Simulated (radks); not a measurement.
Yb16+, 54 electrons, occupied as [Kr] 4d10 4f8.

Method: scalar-relativistic Kohn-Sham, PBEsol, spin-polarised, spherical densities, finite nucleus; open shells are filled with parallel spins first (spin-orbit coupling, left out, can overturn this in heavy ions); Fermi nuclear charge, rms radius 5.3108 fm; computed with a radial shooting solver on a logarithmic mesh with Libxc functionals.

Energy parts (hartree):
total: -13964.7582
kinetic: 15220.4949
electron-nucleus: -33620.2487
Hartree: 4709.9821
exchange-correlation: -274.9865

Orbitals (lengths in bohr, moments of r in powers of bohr; <r^-3> diverges for s and p1/2; r(90%) holds 90 % of the orbital's charge):
orbital  occ.  eigenvalue (hartree)  r(90%)      <r>  <r^-3>       <r^4>
1s down     1             -2263.065  0.0357  0.01967       -   7.564e-07
1s up       1             -2263.064  0.0357  0.01967       -   7.564e-07
2s up       1             -394.9126   0.129  0.08337       -   0.0001163
2s down     1             -394.9077   0.129  0.08336       -   0.0001163
2p up       3             -349.7946   0.121  0.07416   15970  0.00008925
2p down     3             -349.7912   0.121  0.07416   15970  0.00008922
3s up       1             -99.77953   0.318   0.2168       -    0.004347
3s down     1             -99.63007   0.318   0.2166       -    0.004330
3p up       3             -86.17144   0.323   0.2163    3481    0.004610
3p down     3             -86.02222   0.323   0.2160    3491    0.004589
3d up       5             -69.56400   0.305   0.1961   457.5    0.003593
3d down     5             -69.44962   0.304   0.1958   458.8    0.003568
4s up       1             -30.38891   0.688   0.4808       -     0.09741
4s down     1             -30.11293   0.689   0.4812       -     0.09774
4p up       3             -25.83247   0.733   0.5066   831.8      0.1241
4p down     3             -25.56346   0.734   0.5071   828.0      0.1247
4d up       5             -19.82277   0.793   0.5340   95.95      0.1666
4d down     5             -19.55790   0.794   0.5351   95.33      0.1683
4f up       7             -13.08734   0.888   0.5663   18.18      0.2563
4f down     1             -12.81558   0.895   0.5700   18.03      0.2655

The highest occupied level is 4f down at -348.73 eV. The electron density at the nucleus is 1.083e+06 e/bohr^3 (large components only). The density falls to 0.001 e/bohr^3 at r = 1.70 bohr.
